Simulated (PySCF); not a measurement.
## Finite-field polarisability of Ge⁻ (germanium, charge -1)

[Ar] 3d10 4s2 4p3, high-spin 4S determinant. Computed with PySCF 2.14 in aug-cc-pVTZ-DK (7s6p4d2f, 59 functions), with the spin-free X2C one-electron Hamiltonian (Gaussian nucleus). Frozen: [Ar] 3d10. Energy changes in a uniform field (μhartree):

| axis | F (au) | HF | MP2 | CCSD | CCSD(T) |
| --- | --- | --- | --- | --- | --- |
| x | 0.0013 | -105.191 | -104.271 | -106.514 | -107.532 |
| x | 0.0026 | -421.788 | -417.814 | -426.887 | -430.934 |

(1) Derive α along x at CCSD(T) from the two fields.

(2) And the mean polarisability at each level?

The polarisability of an anion needs two sets of diffuse s and p functions; this basis lacks them, so these values show the method and not the converged property.

Results:

(1) With ΔE = −αF²/2 − γF⁴/24, α = −(16 ΔE(F) − ΔE(2F))/(6F²) = 127.2 bohr³.

(2) HF 124.4, MP2 123.3, CCSD 126.0, CCSD(T) 127.2 bohr³.
